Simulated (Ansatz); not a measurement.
Consider the cleavage of the Si–Ge bond: `[NH2][GeH2][SiH2]F` + `CN[SiH](O)O` → `CN([SiH2]F)[SiH](O)O` + `[NH2][GeH3]`.

Calculated with Ansatz (gas phase, PBE0-D4/def2-TZVP geometries, no zero-point term in ΔE). CBS: MP2 limit from def2 TZ/QZ plus the TZ coupled-cluster correction, frozen cores. DFT in def2-TZVPP. B3LYP here is the variant with VWN-RPA as its local correlation; programs differ in this. For Ge outer-core shells are correlated without core-valence functions, which leaves a few kJ/mol of doubt a bond. Scalar relativity is left out up to krypton. One conformer a species, not always the lowest.

```csv
level,ΔE (kJ/mol),difference from CCSD(T)/CBS
PBE-D4,-57.6,15.1
r2SCAN-D4,-70.0,2.7
PBE0-D4,-62.7,10.0
B3LYP-D4,-69.3,3.4
ωB97X-V,-71.8,0.9
ωB97M-V,-76.4,-3.7
B2PLYP,-70.2,2.5
PBE,-52.2,20.5
r2SCAN,-68.5,4.2
PBE0,-58.1,14.6
B3LYP,-60.8,11.9
HF/def2-TZVPP,-73.8,-1.1
MP2/def2-TZVPP,-81.3,-8.6
SCS-MP2/def2-TZVPP,-79.7,-7.0
CCSD/def2-TZVPP,-74.3,-1.6
CCSD(T)/def2-TZVPP,-75.8,-3.1
HF/def2-QZVPP,-74.7,-2.0
MP2/def2-QZVPP,-79.9,-7.2
SCS-MP2/def2-QZVPP,-78.5,-5.8
HF/CBS(def2),-74.9,-2.2
MP2/CBS(def2),-78.2,-5.5
CCSD/CBS(def2),-71.2,1.5
CCSD(T)/CBS,-72.7,0
```

Largest T1 diagnostic among the species: 0.012.

The D4 term adds −8.5 kJ/mol with B3LYP and −4.6 kJ/mol with PBE0; it sums over pairs of atoms, weighted by their polarisabilities, and B3LYP, whose exchange is more repulsive, gets the larger term. From PBE to PBE0 (25 % exact exchange), in def2-TZVPP and without D4, ΔE moves by −5.8 kJ/mol.
